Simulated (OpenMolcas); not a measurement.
A calculation on In II.

* Program: OpenMolcas
* Method: CASSCF
* Basis: ANO-RCC-VTZP [7s6p4d2f1g]
* Scalar Hamiltonian: DKH2, point nucleus
* Active space: 2 electrons in 4 orbitals (5s 5p)
* State averaging: 2S+1 = 3 even, 3 roots; 2S+1 = 1 even, 7 roots kept (CI in the orbitals of an earlier block); 2S+1 = 3 odd, 3 roots; 2S+1 = 1 odd, 3 roots kept (CI in the orbitals of an earlier block)
* Spin-orbit coupling: RASSI with atomic mean-field integrals over the reference wave functions, term energies averaged over their components

**Question.** Which level of the active space comes out lowest?

**Answer.** 5s² ¹S₀, with 100 % of that term; it is also the measured ground level.

**Question.** How high does 5p² ³P₁ lie?

**Answer.** 97200 cm⁻¹ above the lowest level; measured 103249 cm⁻¹ above the ground level, so the calculation is off by -6 %.

**Question.** How high does 5s 5p ³P°₁ lie?

**Answer.** 37735 cm⁻¹ above the lowest level; measured 43351 cm⁻¹ above the ground level, so the calculation is off by -13 %.

**Question.** How high does 5p² ³P₀ lie?

**Answer.** 96094 cm⁻¹ above the lowest level; measured 101608 cm⁻¹ above the ground level, so the calculation is off by -5 %.

**Question.** The level at 98761 cm⁻¹ has J = 2. What is it made of, and what is its g factor?

**Answer.** 97 % 5p² ³P₂, 3 % 5p² ¹D; g = 1.487, against 1.501 from Landé's formula for the pure leading term.

Measured values: NIST Handbook of Basic Atomic Spectroscopic Data.

Without dynamic correlation excited terms often stand tens of per cent too high (terms of higher spin than the ground term too low), and those without a measured partner can miss by more than the paired ones. Terms from blocks run as CI alone lack orbitals of their own. The ¹D term of p² mixes with s d, which this space lacks. Computed and measured levels are paired by configuration, term and J; levels that our copy of the source lacks, or whose pairing is in doubt (as where it misses far off the trend of its configuration), stay unpaired and out of the deviations. Levels of configurations outside the active space are missing.

° marks odd parity.
